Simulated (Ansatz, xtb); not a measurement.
**Relative energy of two isomers of BFHNS**

Structure I: `FB1NS1`, a singlet. Structure II: `FB=NS`, a singlet. Both are isolated molecules in the gas phase, relaxed with PBE0-D3(BJ)/def2-SVP; the shapes shown needn't be the lowest conformers.

I (Å):

```xyz
5

B     0.6227   -0.3999   -0.2525
F     1.6194    0.2703   -0.7622
N    -0.0858   -0.5771    0.9428
S    -0.6556   -1.5793   -0.5579
H    -0.7827    0.1123    1.2290
```

II (Å):

```xyz
5

B    -0.1348    0.5127   -1.3964
F     0.0751    0.2956   -2.6546
N    -0.3138    0.7302   -0.1814
S    -0.7731    0.9348    1.3859
H     0.3943    1.4321    1.8647
```

Energies in hartree; the thermal terms are from PBE0-D3(BJ)/def2-SVP harmonic frequencies (ideal gas, rigid rotor, one conformer each, 298.15 K, 1 atm) and include the zero-point energy:

|  | I | II |
| --- | --- | --- |
| E, CCSD(T)/def2-TZVPP | −577.577829 | −577.558762 |
| zero-point energy | 0.022656 | 0.020201 |
| H(298 K) − E | 0.027593 | 0.026010 |
| G(298 K) − E | −0.004259 | −0.006962 |

Q: Work out ΔE, ΔE₀, ΔH and ΔG for I → II in kcal/mol (1 Eh = 627.51 kcal/mol) and the equilibrium ratio [II]/[I].

A: 1. ΔE = −577.558762 − (−577.577829) = +0.019067 Eh = +11.96 kcal/mol.
2. ΔE₀ = ΔE + ΔZPE = +0.019067 + (−0.002455) Eh = +10.42 kcal/mol.
3. ΔH = ΔE + (−0.001583) Eh = +10.97 kcal/mol.
4. ΔG = ΔE + (−0.002703) Eh = +10.27 kcal/mol, so ΔS = (ΔH − ΔG)/T = +9.9 J/(mol K).
5. kT = 0.9442 mEh, so K = [II]/[I] = exp(−ΔG/kT) = exp(−17.33) ≈ 3.0 × 10^−8.

Structure I is favoured at this temperature. An error of 1 kcal/mol in ΔG would change K by a factor of 5.4. GFN2-xTB gave ΔE the other sign. Mirror images and further conformers aren't counted.

As drawn, II has 1 B=N, 1 S–H in place of 1 B–N, 1 B–S, 1 N–H. Structure I has a 3-membered ring, II no ring.

Other levels gave ΔE = −8.0 (GFN2-xTB); +3.7 (HF/STO-3G, GFN2-xTB geometries); +12.8 (r2SCAN-D4/def2-SVP, GFN2-xTB geometries); +13.1 (PBE0-D3(BJ)/def2-SVP); +4.9 (HF/def2-TZVPP); +11.6 (MP2/def2-TZVPP) kcal/mol. The correlated steps freeze 8 core orbitals. Programs: Ansatz 0.2.0, xtb 6.7.1.
